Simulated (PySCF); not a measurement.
Computed IR spectrum (relative IR intensity) of a molecule C2H6F2Si2. Geometry: PBE-D3(BJ)/def2-SVP. Other conformers were not sampled. Calculation: PBE-D3(BJ)/def2-SVP (PySCF). Frequencies are harmonic and unscaled.

ν (cm⁻¹): 280 (vw), 420 (vw), 563 (w), 680 (m), 824 (w), 871 (vs), 905 (w), 907 (s), 917 (m), 932 (m), 957 (m), 1117 (s), 1634 (s), 2158 (m), 2178 (s), 2185 (m), 2192 (s), 3094 (vw) (against the strongest line: vs over 80 %, s over 45 %, m over 15 %, w over 4 %, vw less)

Q: Which structure fits?
A) F[C@@H]1[SiH2][SiH2][C@H]1F
B) F/C=C(/[SiH3])[SiH2]F
C) F[C@@H]1[SiH2]C[Si@H]1F
D) C=C([SiH2]F)[SiH2]F

A: B, F/C=C(/[SiH3])[SiH2]F
